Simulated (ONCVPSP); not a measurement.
# cadmium: ONCV pseudisation with PBE, scalar-relativistic reference atom.

```
Element                 : Cd (Z = 48)
Generator               : ONCVPSP 4.0.1
Type                    : optimised norm-conserving Vanderbilt (ONCV)
Functional              : PBE
Relativity              : scalar-relativistic
Frozen core             : [Ar] 3d10
Valence charge          : 20
Reference configuration : 4s2 4p6 4d10 5s0.5 (charge +1.5)
Partial waves           : 4s+5s: rc 1.60 bohr, ncon 5, nbas 8, qcut 8.5 1/bohr, 3 projectors, debl 2.7 Ha; 4p: rc 1.45 bohr, ncon 4, nbas 7, qcut 12 1/bohr, 2 projectors, debl 0.5 Ha; 4d: rc 1.55 bohr, ncon 3, nbas 8, qcut 10.1 1/bohr, 2 projectors, debl 1.4 Ha
Local potential         : polynomial inside 1.15 bohr (lpopt 5, dvloc0 0 Ha)
Core correction         : Teter function, fcfact 5.5, rcfact 1.35
```

In the p channel the program set the typed energies aside and used -2.967, 0.250 Ha.

Results:

```json
{"Cutoffs needed": "40 Ha and 50 Ha (the cutoffs (Ha) at which the residual kinetic energy of the hardest occupied pseudo-wave falls to 1 and 0.1 mHa per electron)", "Ghost test": "no bound ghost flagged; GHOST(+) flagged for s at 543.7 eV", "Largest excitation error": "-1.9 meV (all-electron minus pseudo) for 4s2 4p6 4d10 5s0, out of 4 test configurations", "rms error of d²Exc/dni dnj": "2.80 mHa without and 1.63 mHa with the model core"}
```

Generation and tests took about 5 s on one core of a shared server CPU.
